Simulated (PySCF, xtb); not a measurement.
C3H6FNSi, SMILES N#CCC[SiH2]F. Other conformers were not sampled.

Harmonic wavenumbers (cm⁻¹) from GFN2-xTB (xtb 6.7.1) at its own minimum, in rising order: 41, 75, 159, 176, 283, 383, 474, 546, 569, 695, 722, 762, 774, 822, 923, 939, 1078, 1104, 1160, 1282, 1310, 1437, 1469, 2317, 2374, 2412, 2939, 2959, 2968, 2981.

What does PBE-D3(BJ)/def2-SVP in PySCF give at its own minimum? (Estimate from the structure and the level; the computed values follow.)

41, 71, 156, 183, 293, 360, 483, 556, 657, 704, 772, 833, 870, 899, 909, 936, 1021, 1111, 1147, 1249, 1293, 1375, 1389, 2173, 2205, 2295, 2974, 2989, 3021, 3049. Paired by order, the mean absolute difference is 45 cm⁻¹ and the zero-point energies are 51.7 and 51.5 kcal/mol.
